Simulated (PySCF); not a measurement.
F$_{5}$Si$_{2}$, doublet, geometry from GFN2-xTB, atoms displaced at random by about 0.08 Å a coordinate.

PySCF was given this input:
```python
from pyscf import gto, scf, dft

mol = gto.Mole()
mol.atom = '''
    F     1.81866369   -1.46736561   -0.08153897
    Si    1.28506976    0.00851175   -0.47004306
    F     2.12296464    0.97357123    0.42831786
    Si   -0.82403314    0.03611089   -0.04847495
    F    -1.58923492   -0.15057911    1.41288940
    F    -1.39017149    1.46754818   -0.41025754
    F    -1.56890518   -0.76388148   -0.92693564
'''
mol.basis = 'sto-3g'
mol.spin = 1
mol.verbose = 4
mol.build()

mf = dft.UKS(mol)
mf.xc = 'tpss'
mf.kernel()
g = mf.nuc_grad_method()
grad = g.kernel()
```

Problem. What does this run give for the <S^2>, dipole moment, total energy, Mulliken (on the basis functions themselves) charges in atom order, nuclear repulsion energy, number of basis functions?

Solution. 
```json
{
 "<S^2>": "0.751",
 "dipole_moment": "1.26 D",
 "total_energy": "-1064.300746 Ha",
 "Mulliken (on the basis functions themselves) charges in atom order": "F1 -0.20, Si2 0.43, F3 -0.20, Si4 0.77, F5 -0.23, F6 -0.27, F7 -0.29",
 "nuclear_repulsion_energy": "504.9288 Eh",
 "number_of_basis_functions": "43"
}
```

These values belong to the state on which the SCF converged, which isn't shown to be the lowest.
